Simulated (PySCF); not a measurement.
Si(F)(Me)2(SH) (C2H7FSSi), SMILES C[Si](C)(F)S.

Coordinates come from a B3LYP-D3(BJ)/def2-SVP optimisation. One conformer was computed; it need not be the lowest.

These are TDA-M06-2X/def2-SVPD in PySCF values and carry that method's errors.

Vertical excitations. The molecule is in vacuum.

```json
[
 {"state": "S1", "energy (eV)": "5.96", "λ (nm)": "208", "f": "0.006", "main pairs": "HOMO→LUMO 48 %, HOMO→LUMO+2 23 %, HOMO→LUMO+1 17 %"},
 {"state": "S2", "energy (eV)": "6.59", "λ (nm)": "188", "f": "0.076", "main pairs": "HOMO→LUMO+1 53 %, HOMO→LUMO 34 %"},
 {"state": "S3", "energy (eV)": "7.21", "λ (nm)": "172", "f": "0.002", "main pairs": "HOMO→LUMO+5 47 %, HOMO→LUMO+3 23 %, HOMO→LUMO+2 10 %, HOMO→LUMO+7 8 %"},
 {"state": "S4", "energy (eV)": "7.73", "λ (nm)": "160", "f": "0.024", "main pairs": "HOMO→LUMO+2 49 %, HOMO→LUMO+1 19 %, HOMO→LUMO 14 %"},
 {"state": "S5", "energy (eV)": "7.79", "λ (nm)": "159", "f": "0.034", "main pairs": "HOMO−1→LUMO 71 %, HOMO−1→LUMO+2 14 %"},
 {"state": "S6", "energy (eV)": "7.86", "λ (nm)": "158", "f": "0.007", "main pairs": "HOMO→LUMO+3 65 %, HOMO→LUMO+5 31 %"},
 {"state": "S7", "energy (eV)": "8.19", "λ (nm)": "151", "f": "0.045", "main pairs": "HOMO→LUMO+4 85 %"},
 {"state": "S8", "energy (eV)": "8.35", "λ (nm)": "148", "f": "0.026", "main pairs": "HOMO→LUMO+6 30 %, HOMO−1→LUMO+1 30 %, HOMO−1→LUMO 12 %"},
 {"state": "S9", "energy (eV)": "8.54", "λ (nm)": "145", "f": "0.008", "main pairs": "HOMO−2→LUMO 61 %, HOMO→LUMO+8 13 %, HOMO−2→LUMO+1 11 %"},
 {"state": "S10", "energy (eV)": "8.61", "λ (nm)": "144", "f": "0.014", "main pairs": "HOMO→LUMO+8 37 %, HOMO→LUMO+7 24 %, HOMO−2→LUMO 14 %, HOMO→LUMO+10 8 %"},
 {"state": "T1", "energy (eV)": "5.65", "λ (nm)": "219", "f": "0", "main pairs": "HOMO→LUMO 45 %, HOMO→LUMO+2 25 %, HOMO→LUMO+1 13 %"},
 {"state": "T2", "energy (eV)": "6.34", "λ (nm)": "196", "f": "0", "main pairs": "HOMO→LUMO+1 53 %, HOMO→LUMO 27 %, HOMO→LUMO+8 10 %"},
 {"state": "T3", "energy (eV)": "7.11", "λ (nm)": "174", "f": "0", "main pairs": "HOMO→LUMO+5 46 %, HOMO→LUMO+3 22 %, HOMO→LUMO+2 11 %, HOMO→LUMO+7 8 %"},
 {"state": "T4", "energy (eV)": "7.31", "λ (nm)": "170", "f": "0", "main pairs": "HOMO−1→LUMO 34 %, HOMO−1→LUMO+1 25 %, HOMO−1→LUMO+2 23 %, HOMO−1→LUMO+8 7 %"}
]
```
Triplets are in the Tamm–Dancoff approximation.
